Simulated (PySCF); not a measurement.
## C7H8N: g tensor and hyperfine couplings

Compound: C₇H₈N (doublet state).
Cartesian coordinates in Å at the GFN2-xTB level; atoms count from 1:
```xyz
16
C7H8N angstrom
N     -0.424   -1.745    2.293
C     -0.251   -1.550    1.178
C     -0.104   -1.245   -0.234
C     -1.222   -0.322   -0.551
C     -1.160    1.083   -0.103
C      0.224    1.540    0.241
C      1.306    0.800    0.070
C      1.268   -0.591   -0.482
H     -0.190   -2.185   -0.793
H     -2.158   -0.721   -0.904
H     -1.807    1.233    0.778
H     -1.578    1.740   -0.878
H      0.298    2.541    0.642
H      2.284    1.188    0.320
H      1.452   -0.559   -1.561
H      2.054   -1.198   -0.028
```

The hyperfine couplings belong to this conformer and change with its torsions.

Identity: `C1[C@@H](C#N)[CH]CC=C1` [radical].

Method used: PySCF 2.14.0, UKS B3LYP, pcH-1 on C H N, non-relativistic, mean-field spin-orbit, GIAO. The structure is a single GFN2-xTB conformer in the gas phase; no vibrational or solvent corrections. Couplings are sensitive to structure, and on GFN2-xTB geometries they can be far from those on DFT ones. The SCF solution wasn't tested for stability.

```
g1, g2, g3        : 2.00209, 2.00272, 2.00299
g_iso             : 2.00260
Form of g         : rhombic: the two nearest values differ by 30 % of g3 − g1
⟨S²⟩              : 0.7539 (exact 0.7500)
α and β electrons : 29, 28
Total energy      : -326.24316 Eh
```

Hyperfine couplings atom by atom, in mT; T1 to T3 are the principal values of the dipolar part; ρ(0) is the spin density at the nucleus (MHz turned into mT with g_iso):

```
atom  isotope  a_iso     T1     T2    T3  Mulliken spin population  ρ(0) (bohr⁻³)
  N1      14N   0.05  -0.09  -0.07  0.16                      0.04         0.0047
  C2      13C   3.17  -0.19  -0.10  0.29                      0.01         0.0790
  C3      13C  -0.90  -0.08   0.01  0.07                     -0.07        -0.0224
  C4      13C   3.64  -2.90  -2.88  5.78                      1.02         0.0908
  C5      13C  -1.08  -0.09   0.01  0.08                     -0.08        -0.0269
  C6      13C   0.11  -0.05  -0.02  0.06                      0.01         0.0027
  C7      13C  -0.07  -0.03  -0.01  0.05                      0.00        -0.0018
  C8      13C   0.88  -0.09  -0.09  0.18                      0.02         0.0219
  H9       1H   0.63  -0.19  -0.15  0.34                      0.01         0.0040
 H10       1H  -2.17  -1.36  -0.03  1.39                     -0.04        -0.0136
 H11       1H   4.73  -0.19  -0.11  0.30                      0.06         0.0297
 H12       1H   2.51  -0.19  -0.16  0.34                      0.02         0.0158
 H13       1H  -0.08  -0.06  -0.06  0.12                      0.00        -0.0005
 H14       1H   0.05  -0.04  -0.04  0.08                      0.00         0.0003
 H15       1H  -0.06  -0.14  -0.08  0.22                      0.00        -0.0004
 H16       1H   0.25  -0.08  -0.05  0.13                      0.00         0.0015
```

The largest Mulliken spin populations are on C4 (+1.02), C5 (-0.08) and C3 (-0.07). C4 is the only atom above +0.15. The positive populations add up to 1.19 and the negative ones to -0.19, together 2S = 1. The angles at C4 add up to 358.6°, so it is planar; its axial dipolar tensor and the negative coupling of its proton fit spin in a p orbital normal to that plane.

Axes: g3 points within 7° of the C4–H10 bond.

Under fast tumbling the dipolar parts average out, and these isotropic splittings remain (the largest six): 1 × 1H (H11, I = 1/2, 2 lines) with 4.73 mT, 1 × 1H (H12, I = 1/2, 2 lines) with 2.51 mT, 1 × 1H (H10, I = 1/2, 2 lines) with 2.17 mT, 1 × 1H (H9, I = 1/2, 2 lines) with 0.63 mT, 1 × 1H (H16, I = 1/2, 2 lines) with 0.25 mT and 1 × 1H (H13, I = 1/2, 2 lines) with 0.08 mT.

The 13C coupling of C4 (102.1 MHz) shows only in satellite lines or after enrichment, since that isotope makes up about 1.07 % of natural carbon.

Examples of negative spin density at the nucleus (bohr⁻³): C5 (-0.0269), C3 (-0.0224) and H10 (-0.0136).
